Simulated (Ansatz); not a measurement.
## Two structures, one formula

Two relaxed structures of C₂H₄I (charge +1), closed shell (PBE0-D4/def2-TZVP; forces vanish, vibrations not checked).

A:

```csv
atom,x (Å),y (Å),z (Å)
C1,-0.3241,0.1653,-0.5939
C2,0.3663,-0.0599,0.6470
I3,0.6692,-1.8068,1.5007
H4,-0.7059,-0.7223,-1.0907
H5,-1.1308,0.8953,-0.3995
H6,0.7715,0.7929,1.1911
H7,0.3539,0.7355,-1.2547
```

B:

C1  (-0.012, 0.344, -0.349)
C2  (0.048, 0.003, 0.920)
I3  (0.348, -2.028, 1.424)
H4  (1.910, -1.875, 1.858)
H5  (-0.209, 1.387, -0.587)
H6  (-0.090, 0.614, 1.801)
H7  (0.122, -0.340, -1.177)
(Å)

Ansatz 0.2.0; basis: def2-TZVPP; cores frozen in the correlated methods. Filled d shells of the heavier atoms are correlated. Core potentials replace the inner electrons of the atoms past krypton. The def2 sets are not built for correlating such inner shells, so the correlated values are less sure here. B3LYP uses VWN-RPA correlation.

**Question.** Which structure is lower at CCSD(T), and by how much? (Judge from chemistry; the value comes from the calculation.)

**Answer.** By the calculation: A, by 13.29 kcal/mol (electronic energy, against the other). By their contacts, A is C₂H₄I ([CH3][CH][I]), total charge +1 and B is C₂H₄I ([CH2][CH][IH]), total charge +1.

All methods give the same order:

| method | E(B) − E(A) (kcal/mol) |
| --- | --- |
| PBE-D4 | 15.92 |
| r2SCAN-D4 | 16.29 |
| PBE0-D4 | 15.35 |
| B3LYP-D4 | 15.10 |
| wB97M-V | 13.67 |
| HF | 15.69 |
| MP2 | 13.32 |
| CCSD | 12.77 |
| CCSD(T) | 13.29 |

No T1 diagnostic of these runs exceeds 0.023.

Labels in which every atom is bracketed show which atoms are joined, not bond orders.

For scale, one of the runs: CCSD(T)/def2-TZVPP, 168 basis functions, launched by `ansatz run in.yaml --threads 2 --pin off --events-out ev --progress --plain --max-ram 4352MiB`. Hardware: 2 CPU threads of an Arm Neoverse V2, shared host. Wall time 58 s; peak host memory 1.6 GiB.
